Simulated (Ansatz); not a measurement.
C2H9NOSi can be A, `CO[SiH](C)N`, or B, `CO[SiH2]CN`.

Isolated molecules relaxed with PBE0-D4/def2-TZVP in Ansatz; ΔE leaves out vibrations. CCSD(T)/CBS adds triple-zeta CCSD(T) − MP2 to the extrapolated MP2 energy (def2 sets, frozen cores). Functionals use def2-TZVPP. B3LYP here is the variant with VWN-RPA as its local correlation; programs differ in this. Each species was taken in one conformer, which may not be the lowest.

A:

```xyz
14

C    -1.845    0.486    0.654
O    -0.543    0.758    1.105
Si    0.813    0.336    0.264
C     0.925   -1.514    0.070
N     0.906    1.006   -1.306
H    -2.069   -0.587    0.692
H    -2.000    0.836   -0.374
H    -2.553    1.005    1.303
H     1.893    0.897    1.109
H     0.814   -2.009    1.037
H     1.891   -1.802   -0.352
H     0.143   -1.897   -0.592
H     0.974    1.994   -1.480
H     0.650    0.491   -2.131
```

B:

```xyz
14

C    -2.059   -0.097    0.480
O    -1.438   -0.515   -0.716
Si    0.143   -0.939   -0.819
C     1.312    0.506   -0.552
N     1.253    0.960    0.836
H    -3.112    0.095    0.266
H    -1.999   -0.874    1.251
H    -1.598    0.815    0.871
H     0.330   -1.498   -2.180
H     0.461   -1.972    0.215
H     2.319    0.230   -0.908
H     0.970    1.318   -1.204
H     1.868    1.748    0.993
H     1.549    0.224    1.465
```

(1) Which isomer does CCSD(T)/CBS put lower? Give the gap. (Estimate.)

(2) Give E(B) − E(A) in kcal/mol with CCSD/def2-TZVPP, CCSD(T)/def2-TZVPP, HF/def2-TZVPP, ωB97M-V, PBE0-D4, PBE-D4, B3LYP. (Best estimate.)

Largest T1 diagnostic: 0.010.

Answers

(1) Ansatz gave: A, by 39.2 kcal/mol.

(2) Computed: CCSD/def2-TZVPP 38.5, CCSD(T)/def2-TZVPP 38.4, HF/def2-TZVPP 38.6, ωB97M-V 39.0, PBE0-D4 37.8, PBE-D4 36.8, B3LYP 38.0. None reverses the order clearly.

From PBE to PBE0 (25 % exact exchange), in def2-TZVPP and without D4, E(B) − E(A) moves by +1.0 kcal/mol.
